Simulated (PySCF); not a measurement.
Ga(H)2(Me) (CH₅Ga), SMILES [CH3][GaH2].

Coordinates come from a TPSSh-D3(BJ)/def2-TZVP optimisation.

These are C-PCM-ωB97X/def2-SVP (PySCF) values and carry that method's errors.

The values are the electrostatic part of the solvation free energy, E(continuum) − E(gas) at the gas-phase geometry, in a cavity of scaled van der Waals radii (PySCF's table); cavitation and dispersion terms are not included. A continuum can't describe solvent molecules that bind to the metal. In vacuum the orbital gap is 10.93 eV. The dipole moment in vacuum is 0.70 D.

Question: Estimate the values in water (ε = 78.36), dichloromethane (ε = 8.93), 2-propanol (ε = 19.26). (Estimate from the structure and the level; the computed values follow.)

Answer: 
| solvent | ε | ΔG(elec) (kcal/mol) | dipole (D) | gap (eV) |
|---|---|---|---|---|
| water | 78.36 | -2.5 | 0.90 | 11.18 |
| dichloromethane | 8.93 | -2.2 | 0.88 | 11.16 |
| 2-propanol | 19.26 | -2.4 | 0.89 | 11.17 |
